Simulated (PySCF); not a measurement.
Isomers of C7H10O2Si, one GFN2-xTB conformer each. Single-point energies are computed at PBE0/pcSseg-1 (PySCF, gas phase, no added dispersion term), electronic only.

Problem. Rank them by PBE0/pcSseg-1 energy, lowest first (kJ/mol).
A. `[CH3:1][c:2]1[cH:3][c:4]([CH2:5][SiH3:6])[cH:7][o:8][c:9]1=[O:10]` with C3–C4–C5–Si6 78°
B. `[CH:1]#[C:2][CH2:3][CH2:4][SiH2:5]/[CH:6]=[CH:7]\[C:8](=[O:9])[OH:10]` with C2–C3–C4–Si5 -179°, C3–C4–Si5–C6 69°, C4–Si5–C6–C7 180°, C6–C7–C8–O9 0°, C7–C8–O10–H 180°
C. `[CH2:1]=[CH:2][CH2:3][C:4]1=[CH:5][O:6][C:7](=[O:8])[SiH2:9][CH2:10]1` with C1–C2–C3–C4 115°, C2–C3–C4–C5 106°, C4–C5–O6–C7 -17°, C5–O6–C7–O8 179°, O6–C7–Si9–C10 26°, C7–Si9–C10–C4 -37°
D. `[CH2:1]=[CH:2][C:3]1=[CH:4][CH:5]=[C:6]([CH2:7][OH:8])[O:9][SiH2:10]1` with C1–C2–C3–C4 180°, C5–C6–C7–O8 147°, C6–C7–O8–H 35°
E. `[CH2:1]=[CH:2][C:3]#[C:4][C:5](=[O:6])[C@@H:7]([SiH3:8])[O:9][CH3:10]` with C4–C5–C7–Si8 -93°, C5–C7–O9–C10 75°
F. `[CH2:1]=[C:2]([CH3:3])/[CH:4]=[C:5](/[CH:6]=[O:7])[SiH2:8][CH:9]=[O:10]` with C1–C2–C4–C5 -172°, C4–C5–C6–O7 177°, C4–C5–Si8–C9 140°, C5–Si8–C9–O10 -62°
G. `[CH3:1][C:2]#[C:3][C:4](=[O:5])[O:6][CH2:7][C@H:8]1[CH2:9][SiH2:10]1` with C3–C4–O6–C7 178°, C4–O6–C7–C8 -81°, O6–C7–C8–C9 -150°
H. `[CH3:1][C:2]1=[CH:3][SiH2:4][C:5]([CH3:6])=[C:7]1[C:8](=[O:9])[OH:10]` with C5–C7–C8–O9 -43°, C7–C8–O10–H -178°
I. `[CH:1]#[C:2][CH2:3][CH2:4][SiH2:5]/[CH:6]=[CH:7]/[C:8](=[O:9])[OH:10]` with C2–C3–C4–Si5 180°, C3–C4–Si5–C6 179°, C4–Si5–C6–C7 109°, C6–C7–C8–O9 0°, C7–C8–O10–H 180°

Solution. A (0.0), H (2.4), D (35.5), C (94.0), I (160.5), B (164.4), F (174.6), G (243.9), E (322.8).

Neighbours about 10 kJ/mol apart or less (Cc1cc(C[SiH3])coc1=O and CC1=C[SiH2]C(C)=C1C(=O)O; C#CCC[SiH2]/C=C/C(=O)O and C#CCC[SiH2]/C=C\C(=O)O; C#CCC[SiH2]/C=C\C(=O)O and C=C(C)/C=C(/C=O)[SiH2]C=O) can change places with a better method, another conformer or zero-point energy. C#CCC[SiH2]/C=C/C(=O)O and C#CCC[SiH2]/C=C\C(=O)O are stereoisomers, 3.9 kJ/mol apart in the conformers taken. GFN2-xTB itself gives, in the same order: 0.0, 85.9, 26.6, 146.8, 262.9, 247.7, 296.8, 273.9, 296.1. Both levels put the same isomer lowest; measured from each level's own lowest isomer, the values differ by up to 122.2 kJ/mol (C=C(C)/C=C(/C=O)[SiH2]C=O: 296.8 against 174.6).

Problem. Which frontier levels, dipoles and rotational constants go with these structures?

Solution. 
```tsv
SMILES	HOMO (eV, PBE0/pcSseg-1)	LUMO (eV)	dipole (D)	A, B, C (MHz)
Cc1cc(C[SiH3])coc1=O	-6.56	-1.60	4.81	2314, 650.5, 554.7
CC1=C[SiH2]C(C)=C1C(=O)O	-6.56	-1.71	1.37	1588, 1052, 675.1
C=CC1=CC=C(CO)O[SiH2]1	-6.04	-1.59	1.87	2994, 659.5, 551.3
C=CCC1=COC(=O)[SiH2]C1	-7.02	-0.99	4.37	2541, 632.1, 547.4
C#CCC[SiH2]/C=C/C(=O)O	-7.76	-1.82	1.35	3073, 322.5, 311.0
C#CCC[SiH2]/C=C\C(=O)O	-7.44	-1.95	2.39	4333, 399.1, 378.2
C=C(C)/C=C(/C=O)[SiH2]C=O	-6.45	-2.57	5.22	2030, 665.7, 581.8
CC#CC(=O)OC[C@H]1C[SiH2]1	-6.94	-0.88	2.47	2463, 472.0, 424.6
C=CC#CC(=O)[C@@H]([SiH3])OC	-7.29	-2.24	3.57	1457, 665.0, 622.9
```
